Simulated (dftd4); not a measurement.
BF, charge -1, doublet, geometry from GFN2-xTB (the spin is typed, not shown lowest); D4 for wb97x (dftd4).

The dftd4 input:
```
$ dftd4 mol.xyz --func wb97x --charge -1 --json dftd4.json --noedisp --grad

# file mol.xyz
2

B     -0.00000000    -0.00000000    -1.05967647
F      0.00000000     0.00000000     0.58870915
```

Question: Write the output that dftd4 gives for this input, abridged.

Answer: 
```
                    ____  _____ _____     ____  _  _
      -------------|  _ \|  ___|_   _|---|  _ \| || |------------
     |             | | | | |_    | | ___ | | | | || |_           |
     |             | |_| |  _|   | ||___|| |_| |__   _|          |
     |             |____/|_|     |_|     |____/   |_|            |
     |             ===================================           |
     |            E. Caldeweyher, S. Ehlert & S. Grimme          |
     |          Mulliken Center for Theoretical Chemistry        |
     |                    University of Bonn                     |
      -----------------------------------------------------------

Rational (Becke-Johnson) damping: wb97x-D4-ATM
---------------------
  s6         1.0000
  s8         0.5093
  s9         1.0000
  a1         0.0662
  a2         5.4487
 alp        16.0000
--------------------

Dispersion energy:      -1.3694538070217E-03 Eh

Gradient norm:           6.3792126372351E-05 Eh/a0
--------------------------------------------------
     #    Z           dE/dx      dE/dy      dE/dz
--------------------------------------------------
     1    5 B     0.000E+00  0.000E+00  4.511E-05
     2    9 F     0.000E+00  0.000E+00 -4.511E-05
--------------------------------------------------

Virial:
--------------------------------------------------
      component           x          y          z
--------------------------------------------------
          x       0.000E+00  0.000E+00  0.000E+00
          y       0.000E+00  0.000E+00  0.000E+00
          z       0.000E+00  0.000E+00 -1.405E-04
--------------------------------------------------

[Info] Dispersion results written to 'dftd4.txt'
[Info] JSON dump of results written to 'dftd4.json'
```
